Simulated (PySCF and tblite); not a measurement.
Results of a calculation; reference values are marked as such.
C6H9NOSi, numbered as in [N:1]#[C:2][C@@H:3]1[CH2:4][C@H:5]([SiH3:6])[CH2:7][C:8]1=[O:9].

Search: ETKDG and KDG, MMFF94s, GFN2-xTB, 60 starts; geometries at GFN2-xTB. Weights use PBE0-D3(BJ)/pcSseg-1 energies plus GFN2-xTB zero-point and thermal terms (modes under about 100 cm⁻¹ blended into free rotors). Symmetry numbers and mirror images are counted. Conformers within 2.5 kcal/mol (GFN2-xTB free energy) were kept, 6 at most. Of two unlike H on one atom, a is the less shielded (PBE0/pcSseg-1). Codes: tblite and PySCF.

An NOE distance is ⟨r⁻⁶⟩^(−1/6) over all pairs of like atoms and, for the average, over conformers.

The 5-ring runs over atoms 3–4–5–7–8.

```json
{"conformer": "1", "shape": "5-ring envelope (ring torsions 38, -36, 19, 4, -26°)", "weight %": "97.9"}
{"conformer": "2", "shape": "5-ring envelope (ring torsions -36, 33, -18, -5, 26°)", "weight %": "2.1"}
```

**Question.** Which H–H contacts under 3.5 Å would NOEs report (pairs on one atom left out) at 298.15 K?

**Answer.** 
```tsv
pair	in 1 (Å)	in 2 (Å)	average (Å)
H3 ··· H4a	2.42	2.37	2.42
H4a ··· H5	2.42	2.37	2.42
H5 ··· H7a	2.43	2.39	2.43
H4b ··· H7b	2.77	4.23	2.78
H3 ··· H5	2.86	4.13	2.87
H4b ··· H5	3.05	2.69	3.03
H3 ··· H4b	3.05	2.79	3.04
H5 ··· H7b	3.05	2.74	3.04
H5 ··· H6	3.14	3.10	3.14
H6 ··· H7b	3.22	3.20	3.22
H4b ··· H6	3.23	3.17	3.23
```

Longer pairs under the limit may be missing.
